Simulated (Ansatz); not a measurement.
A search over several starts for the lowest SCF solution of BSb₂⁻ at the given spin, in a small basis.

```yaml
crystal:
  periodic: [false, false, false]
  atoms:
    - {symbol: B, position_ang: [-0.000622, -0.000957, 0.001468]}
    - {symbol: Sb, position_ang: [-1.796180, 1.027927, -0.089517]}
    - {symbol: Sb, position_ang: [1.796801, -1.026960, 0.088049]}
basis:
  gaussian: {orbitals: def2-SVP}
total_charge: -1
magnetization: {spin_polarized: true, initial_magnetization: 0}
hamiltonian: {xc: pbe0, dispersion: d4}
output: {orbitals: {seedname: orbitals}}
```

```sh
$ ansatz run in.yaml --threads 4 --pin off --events-out ev --progress --plain --max-ram 3916MiB
```

Shortened log:

```
Functional definition: PBE0
812 factors; integrals over basis functions are off by at most 3.0e-4 eV
mean field evaluation 1: about -13749.6769 eV, gradient 6.0e0 eV
mean field evaluation 2: about -13749.3885 eV, gradient 8.2e0 eV
mean field evaluation 4: about -13749.8784 eV, gradient 2.4e-1 eV
mean field evaluation 8: about -13749.9004 eV, gradient 6.1e-3 eV
mean field evaluation 16: about -13749.9004 eV, gradient 2.3e-5 eV
mean field evaluation 32: about -13750.4790 eV, gradient 1.6e-5 eV
mean field evaluation 64: about -13749.6769 eV, gradient 6.0e0 eV
mean field evaluation 96: about -13749.9948 eV, gradient 6.1e-1 eV
mean field -13750.47898170 eV, -505.3207821680 hartree, gradient 6.3e-6 eV, S^2 1.053197; 13 other end points of the search recorded, 0 dependent functions left out
reference -13750.47900264 eV, -505.3207829376 hartree; 26, 26 occupied and 40, 40 virtual orbitals, 812 factors
Total energy: -13750.59653541 eV, -505.3251021874 hartree
```

Hardware: 4 threads of Arm Neoverse V2 on a shared host. Wall time 8.5 s.

Other converged states that the search met: 0.58 eV higher (⟨S²⟩ = 0.00).

In the def2 sets Sb takes a core potential; there is no spin–orbit coupling. The unrestricted singlet has broken spin symmetry (⟨S²⟩ up to 1.05). At PBE0-D4/def2-TZVPD a triplet of charge -1 lies 0.23 eV below the unrestricted singlet at the same geometry. The structure comes from a short search, and lower isomers may exist.
